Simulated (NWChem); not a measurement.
All runs are NWChem calculations. System: AuCl, charge 0, spin multiplicity 1, at a geometry optimised with PBE0/def2-SVP with def2 effective core potentials on Au. The structure started from a generated list of species. Level: TD-B3LYP/def2-SVPD with def2 effective core potentials on Au, VWN1-RPA local correlation.

The NWChem input:

```
start mol
memory heap 200 mb stack 900 mb global 1100 mb
geometry units angstroms nocenter noautoz
  Au     0.000000     0.000000    -0.398964
  Cl     0.000000     0.000000     1.854009
  symmetry group C2v
end
basis spherical
  * library def2-svpd
end
ecp
  Au library def2-ecp
end
dft
  xc b3lyp
  semidirect memsize 60000000 filesize 0
  iterations 100
end
tddft
  rpa
  nroots 5
  notriplet
  thresh 1e-4
end
task tddft energy
```

Output (cleaned and shortened):

```
             Northwest Computational Chemistry Package (NWChem) 7.3.0
             --------------------------------------------------------

                                NWChem Input Module
                                -------------------

 Scaling coordinates for geometry "geometry" by  1.889725989
 (inverse scale =  0.529177249)

 Turning off AUTOSYM since
 SYMMETRY directive was detected!

                             Geometry "geometry" -> ""
                             -------------------------

 Output coordinates in angstroms (scale by  1.889725989 to convert to a.u.)

  No.       Tag          Charge          X              Y              Z
 ---- ---------------- ---------- -------------- -------------- --------------
    1 Au                  79.0000     0.00000000     0.00000000    -0.39896400
    2 Cl                  17.0000     0.00000000     0.00000000     1.85400900

 Effective nuclear repulsion energy (a.u.)     315.4432145466

            Nuclear Dipole moment (a.u.)
            ----------------------------
        X                 Y               Z
 ---------------- ---------------- ----------------
     0.0000000000     0.0000000000    -0.0000056692

      Symmetry information
      --------------------

 Group name             C2v
 Group number             16
 Group order               4
 No. of unique centers     2

      Symmetry unique atoms

     1    2


 Summary of "ao basis" -> "" (spherical)
 ------------------------------------------------------------------------------
       Tag                 Description            Shells   Functions and Types
 ---------------- ------------------------------  ------  ---------------------
 *                         def2-svpd                  on all atoms

                                 NWChem DFT Module
                                 -----------------

 Summary of "ao basis" -> "ao basis" (spherical)
 ------------------------------------------------------------------------------
       Tag                 Description            Shells   Functions and Types
 ---------------- ------------------------------  ------  ---------------------
 Au                        def2-svpd                13       35   6s4p2d1f
 Cl                        def2-svpd                11       27   5s4p2d

 Summary of "ao basis" -> "ao basis" (spherical)
 ------------------------------------------------------------------------------
       Tag                 Description            Shells   Functions and Types
 ---------------- ------------------------------  ------  ---------------------
 Au                        def2-svpd                13       35   6s4p2d1f
 Cl                        def2-svpd                11       27   5s4p2d

      Symmetry analysis of basis
      --------------------------

        a1         29
        a2          5
        b1         14
        b2         14

            General Information
            -------------------
          SCF calculation type: DFT
          Wavefunction type:  closed shell.
          No. of atoms     :     2
          No. of electrons :    36
           Alpha electrons :    18
            Beta electrons :    18
          Charge           :     0
          Spin multiplicity:     1
          Use of symmetry is: off; symmetry adaption is: on
          Maximum number of iterations: 100
          AO basis - number of functions:    62
                     number of shells:    24
          Convergence on energy requested:  1.00D-06
          Convergence on density requested:  1.00D-05
[...]
  Iter   NTrls   NConv    DeltaV     DeltaE      Time
  ----  ------  ------  ---------  ---------  ---------
    1      5       0     0.20E+00   0.10+100        3.3
    2     15       0     0.70E-01   0.97E-02        3.9
    3     25       0     0.23E-01   0.11E-02        3.9
    4     35       2     0.34E-02   0.11E-03        3.9
    5     41       4     0.63E-03   0.35E-05        3.1
    6     43       5     0.87E-04   0.13E-06        2.3
  ----  ------  ------  ---------  ---------  ---------
  Convergence criterion met

  Ground state a1       -595.865674782599 a.u.

  ----------------------------------------------------------------------------
  Root   1 singlet b2             0.091160238 a.u.                2.4806 eV
  ----------------------------------------------------------------------------
     Transition Moments    X -0.00409   Y -0.31752   Z -0.00000
     Transition Moments   XX -0.00000  XY -0.00000  XZ  0.00442
     Transition Moments   YY -0.00000  YZ  0.34317  ZZ -0.00000
     Dipole Oscillator Strength                    0.0061280800
     Electric Quadrupole                           0.0000000005
     Magnetic Dipole                               0.0000000006
     Total Oscillator Strength                     0.0061280810

          sigma_e =   1.9691 Angstrom
          sigma_h =   1.5485 Angstrom
         |d_h->e| =   1.6635 Angstrom
            d_exc =   2.9952 Angstrom
            d_CD1 =   2.0842 Angstrom
            d_CD2 =  -0.0953 Angstrom
            d_CD3 =   4.6587 Angstrom
     Pearson C.C. =   0.0117

     Occ.   13  b2  ---  Virt.   19  a1  -0.07267 X
     Occ.   18  b2  ---  Virt.   19  a1   0.99817 X
     Occ.   18  b2  ---  Virt.   19  a1  -0.05722 Y
  ----------------------------------------------------------------------------
  Root   2 singlet b1             0.091160239 a.u.                2.4806 eV
  ----------------------------------------------------------------------------
     Transition Moments    X  0.31752   Y -0.00409   Z -0.00000
     Transition Moments   XX -0.00000  XY  0.00000  XZ -0.34317
     Transition Moments   YY -0.00000  YZ  0.00442  ZZ -0.00000
     Dipole Oscillator Strength                    0.0061280803
     Electric Quadrupole                           0.0000000005
     Magnetic Dipole                               0.0000000006
     Total Oscillator Strength                     0.0061280814

          sigma_e =   1.9691 Angstrom
          sigma_h =   1.5485 Angstrom
         |d_h->e| =   1.6635 Angstrom
            d_exc =   2.9952 Angstrom
            d_CD1 =   2.0842 Angstrom
            d_CD2 =  -0.0953 Angstrom
            d_CD3 =   4.6587 Angstrom
     Pearson C.C. =   0.0117

     Occ.   12  b1  ---  Virt.   19  a1  -0.07267 X
     Occ.   17  b1  ---  Virt.   19  a1  -0.99817 X
     Occ.   17  b1  ---  Virt.   19  a1   0.05722 Y
  ----------------------------------------------------------------------------
  Root   3 singlet a1             0.110855687 a.u.                3.0165 eV
  ----------------------------------------------------------------------------
     Transition Moments    X  0.00000   Y -0.00000   Z -0.67447
     Transition Moments   XX  0.86509  XY -0.00000  XZ -0.00000
     Transition Moments   YY  0.86509  YZ -0.00000  ZZ -2.50753
     Dipole Oscillator Strength                    0.0336192258
     Electric Quadrupole                           0.0000000275
     Magnetic Dipole                               0.0000000000
     Total Oscillator Strength                     0.0336192533

          sigma_e =   1.9685 Angstrom
          sigma_h =   1.3885 Angstrom
         |d_h->e| =   0.6070 Angstrom
            d_exc =   2.4697 Angstrom
            d_CD1 =   1.1870 Angstrom
            d_CD2 =  -1.0715 Angstrom
            d_CD3 =   3.0767 Angstrom
     Pearson C.C. =   0.0132

     Occ.   11  a1  ---  Virt.   19  a1   0.15181 X
     Occ.   16  a1  ---  Virt.   19  a1   0.98847 X
     Occ.   16  a1  ---  Virt.   19  a1  -0.09006 Y
     Occ.   17  b1  ---  Virt.   20  b1   0.05968 X
     Occ.   18  b2  ---  Virt.   21  b2   0.05968 X
  ----------------------------------------------------------------------------
  Root   4 singlet a1             0.120981542 a.u.                3.2921 eV
  ----------------------------------------------------------------------------
     Transition Moments    X -0.00000   Y  0.00000   Z -0.00000
     Transition Moments   XX -0.83354  XY  0.00000  XZ  0.00000
     Transition Moments   YY  0.83354  YZ -0.00000  ZZ -0.00000
     Dipole Oscillator Strength                    0.0000000000
     Electric Quadrupole                           0.0000000066
     Magnetic Dipole                               0.0000000000
     Total Oscillator Strength                     0.0000000066

          sigma_e =   1.9315 Angstrom
          sigma_h =   0.9292 Angstrom
         |d_h->e| =   0.1915 Angstrom
            d_exc =   2.1518 Angstrom
            d_CD1 =   1.1938 Angstrom
            d_CD2 =  -1.2388 Angstrom
            d_CD3 =   2.3434 Angstrom
     Pearson C.C. =   0.0001

     Occ.   15  a1  ---  Virt.   19  a1   0.99954 X
  ----------------------------------------------------------------------------
  Root   5 singlet a2             0.120981554 a.u.                3.2921 eV
  ----------------------------------------------------------------------------
     Transition Moments    X -0.00000   Y -0.00000   Z  0.00000
     Transition Moments   XX -0.00000  XY -0.83354  XZ  0.00000
     Transition Moments   YY  0.00000  YZ  0.00000  ZZ  0.00000
     Dipole Oscillator Strength                    0.0000000000
     Electric Quadrupole                           0.0000000066
     Magnetic Dipole                               0.0000000000
     Total Oscillator Strength                     0.0000000066

          sigma_e =   1.9315 Angstrom
          sigma_h =   0.9292 Angstrom
         |d_h->e| =   0.1915 Angstrom
            d_exc =   2.1518 Angstrom
            d_CD1 =   1.1938 Angstrom
            d_CD2 =  -1.2388 Angstrom
            d_CD3 =   2.3434 Angstrom
     Pearson C.C. =   0.0001

     Occ.   14  a2  ---  Virt.   19  a1   0.99954 X

              Target root =      1
          Target symmetry = none
      Ground state energy =   -595.865674782599
        Excitation energy =      0.091160237724
     Excited state energy =   -595.774514544874

  stored tddft:energy   -595.77451454487448

 Task  times  cpu:       22.2s     wall:       22.2s

 Total times  cpu:       22.2s     wall:       22.2s
```
